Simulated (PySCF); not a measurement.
C₄H₁₀S, charge +1, doublet, geometry from GFN2-xTB (a state made from the parent by changing its charge; the spin is typed, not shown lowest). Base run: PySCF with DF-TPSS/def2-SVP.

PySCF was given this input:
```python
from pyscf import gto, scf, dft

mol = gto.Mole()
mol.atom = '''
    C     2.59170849   -0.14271613   -0.24099814
    C     1.21814163    0.46782335   -0.39546663
    S     0.00481195   -0.25518514    0.72153988
    C    -1.52857085    0.53499416    0.18624468
    C    -2.29504397   -0.40048065   -0.74652669
    H     2.98114629   -0.00099103    0.76498396
    H     3.27873756    0.33293236   -0.93701579
    H     2.57953419   -1.21003485   -0.45078805
    H     1.24215155    1.54444834   -0.19409714
    H     0.83657518    0.33811601   -1.41395163
    H    -1.30560907    1.48655274   -0.29316258
    H    -2.11319891    0.70277725    1.09241797
    H    -2.49196794   -1.36036331   -0.27544478
    H    -1.74973697   -0.56726257   -1.67231276
    H    -3.25203511    0.05906290   -0.98478662
'''
mol.basis = 'def2-svp'
mol.charge = 1
mol.spin = 1
mol.verbose = 4
mol.build()

mf = dft.UKS(mol)
mf.xc = 'tpss'
mf = mf.density_fit(auxbasis='def2-universal-jkfit')
mf.kernel()
mf.analyze()
```

Variants of this job, named by their change:

```json
[
 {"change": "base", "ΔE vs base (µEh)": "0.0", "grid points": "173432", "electrons on the grid": "48.99998", "outcome": "converged"},
 {"change": "grids.radi_method = mura_knowles", "ΔE vs base (µEh)": "-0.9", "grid points": "165656", "electrons on the grid": "48.99998", "outcome": "converged"},
 {"change": "grids.becke_scheme = stratmann", "ΔE vs base (µEh)": "-1.2", "grid points": "173432", "electrons on the grid": "48.99998", "outcome": "converged"},
 {"change": "grids.prune = off", "ΔE vs base (µEh)": "-0.2", "grid points": "276320", "electrons on the grid": "48.99999", "outcome": "converged"},
 {"change": "grids.atom_grid = (30, 110)", "ΔE vs base (µEh)": "406", "grid points": "36936", "electrons on the grid": "49.00015", "outcome": "converged"},
 {"change": "grids.radi_method = gauss_chebyshev", "ΔE vs base (µEh)": "-0.7", "grid points": "169584", "electrons on the grid": "48.99998", "outcome": "converged"},
 {"change": "grids.atom_grid = (99, 590)", "ΔE vs base (µEh)": "-5.3", "grid points": "487376", "electrons on the grid": "49.00000", "outcome": "converged"},
 {"change": "small_rho_cutoff = 0", "ΔE vs base (µEh)": "0.0", "grid points": "173432", "electrons on the grid": "48.99998", "outcome": "converged"},
 {"change": "grids.level = 1", "ΔE vs base (µEh)": "31.2", "grid points": "51760", "electrons on the grid": "49.00004", "outcome": "converged"},
 {"change": "grids.level = 7", "ΔE vs base (µEh)": "-", "grid points": "-", "electrons on the grid": "-", "outcome": "cut at the time limit"},
 {"change": "grids.atom_grid = (150, 974)", "ΔE vs base (µEh)": "-", "grid points": "-", "electrons on the grid": "-", "outcome": "cut at the time limit"}
]
```

Open shells are given as the SCF converged; they aren't shown to be the lowest states, and a large step between rows can be another state.
